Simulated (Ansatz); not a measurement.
The molecule PdCl, multiplicity 2 (lowest of 2S+1 = 2, 4 at CCSD(T)/def2-TZVPP on PBE0 minima; our sources give no spin for the ground state, which may be another). No spin–orbit coupling.

Constants: fifth-degree fit in 1/R to seven points, most abundant isotopes. Runs in def2 and cc sets follow the lowest solution found near the PBE0 minimum.

Correlated levels freeze the inner cores; with def2 sets outer-core shells near the valence are correlated too.

Run with Ansatz (Gaussian basis) for Hartree–Fock, density functionals and correlated methods. Each number belongs to the level named beside it. In def2 rows elements past Kr take small-core potentials, without spin–orbit coupling.

Energies at CCSD/def2-TZVPP:

| R (Å) | E (hartree) |
|---|---|
| 2.072926 | -587.38353607 |
| 2.128650 | -587.38885020 |
| 2.179915 | -587.39161893 |
| 2.237868 | -587.39279233 |
| 2.295821 | -587.39232162 |
| 2.362690 | -587.39020915 |
| 2.440703 | -587.38618446 |

Q: With a reduced mass of 26.2885 u, find the minimum, the force constant and the constants.

A: A fifth-degree polynomial in 1/R puts the minimum at r_e = 2.2481 Å with force constant 203 N/m. Then ω_e = (1/2πc)√(k/μ) = 362 cm⁻¹ and B_e = h/(8π²cμr_e²) = 0.1269 cm⁻¹; the cubic and quartic terms give α_e = 0.00059 and ω_e x_e = 1.2 cm⁻¹.

Ansatz is a quantum-chemistry and plane-wave program.
